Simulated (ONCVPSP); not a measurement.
## Ni ONCV: all-electron and pseudo phase curves

ONCVPSP 4.0.1 input, shortened (lines: element, Z, core and valence counts, functional; n l f; lmax; l rc ep ncon nbas qcut; lloc lpopt rc5 dvloc0; l nproj debl; icmod fcfact rcfact), PBE, scalar-relativistic:

```
  Ni 28.00    3    4        4      upf
    1    0    2.00
    2    0    2.00
    2    1    6.00
    3    0    2.00
    3    1    6.00
    3    2    8.00
    4    0    2.00
    2
    0    1.50    0.00    4    8    7.10
    1    1.20    0.00    4    7   13.80
    2    0.85    0.00    4    9   15.00
    4    5    0.75    0.00
    0    2    1.60
    1    2    0.80
    2    2    1.00
    1    0.65    0.00
```

In the p channel the program set the typed energies aside and used -2.623, 0.250 Ha.

The phase is arctan(r·R′/R) of the radial function R(r), unwrapped; energies in Ha, scanned from -6 to 5 Ha. A pole is an energy at which the radial function vanishes at the test radius. The pseudo phase is shifted by a multiple of π to meet the all-electron one at the reference energy, and phase errors are pseudo minus all-electron; the curves can meet again beyond the range given. Levels narrower than the energy grid can be missing from the lists of poles.

```
channel  radius (bohr)  reference energy (Ha)  poles, all-electron  poles, pseudo  unbroken range about the reference energy with phases within 0.05 rad  phase error 1 Ha above the reference energy (rad)
      s           1.52                  -0.21                -3.91          -3.91                                                        the whole range                                             -0.001
      p           1.22                  -2.62                -1.67          -1.67                                                        the whole range                                             -0.000
      d           0.86                  -0.33                 3.67           3.67                                                        the whole range                                             -0.000
```

Phases in the p channel:

```csv
E (Ha),all-electron,pseudo
-5.96,1.133,1.133
-5.40,1.059,1.059
-4.84,0.935,0.935
-4.28,0.686,0.686
-3.72,0.085,0.085
-3.16,-0.816,-0.816
-2.60,-1.282,-1.282
-2.04,-1.488,-1.488
-1.48,-1.606,-1.606
-0.92,-1.690,-1.690
-0.36,-1.760,-1.760
0.20,-1.829,-1.829
0.76,-1.906,-1.906
1.32,-1.999,-1.999
1.88,-2.127,-2.127
2.44,-2.317,-2.317
3.00,-2.618,-2.618
3.56,-3.066,-3.067
4.12,-3.554,-3.556
4.68,-3.915,-3.917
```
